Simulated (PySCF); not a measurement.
C2H3O2, charge -1, singlet, geometry from GFN2-xTB (in this run its highest filled SCF level lies above zero, so its values depend strongly on the basis, on diffuse functions most of all). Base run: HF/STO-3G run with PySCF.

Input for PySCF:
```python
from pyscf import gto, scf

mol = gto.Mole()
mol.atom = '''
    C    -1.154129   -0.133685   -0.004759
    O    -0.726708   -1.119467    0.601489
    O     0.009632    0.801733   -0.467424
    C     1.286913    0.412188   -0.148326
    H     1.794436    1.158845    0.491028
    H     1.240270   -0.545558    0.407536
    H     1.905198    0.257566   -1.052575
'''
mol.basis = 'sto-3g'
mol.charge = -1
mol.spin = 0
mol.verbose = 3
mol.build()

mf = scf.RHF(mol)
mf.kernel()
mo_i, mo_e, stable_i, stable_e = mf.stability(internal=True, external=True, return_status=True, nroots=6, tol=1e-6)
print('internally stable:', stable_i, ' externally stable:', stable_e)
if not stable_e:
    umf = mf.to_uhf() if not hasattr(mf, 'xc') else mf.to_uks()
    umf.scf_summary = {}
    umf.kernel(umf.make_rdm1(mo_e, umf.mo_occ))
mf.analyze()
```

The bond that is stretched is that between atoms 2 and 1. A test that says stable can miss a lower solution.

Variants of this job, named by their change:

| change | ΔE vs base (eV) | <S^2> | E after following the instability (Eh) | <S^2> there | HOMO-LUMO gap (eV) | stability test says | outcome |
|---|---|---|---|---|---|---|---|
| base | 0.00 | 0.000 | - | - | 16.01 | stable | converged |
| bond × 1.25 | 2.83 | 0.000 | -223.95456 | 0.83 | 14.08 | external instability | converged |
| bond × 1.5 | 6.02 | 0.000 | -223.82775 | 1.20 | 13.31 | external instability | converged |
| bond × 1.8 | 8.22 | 0.000 | -223.80400 | 1.63 | 12.97 | external instability | converged |
| bond × 2.2 | - | - | - | - | - | - | not converged |
| bond × 3.0 | - | - | - | - | - | - | not converged |

Where a bond breaks into two radicals, a solution with restricted orbitals usually stops being the lowest and lies too high; an unrestricted one lies lower at the price of spin contamination, which <S^2> shows.
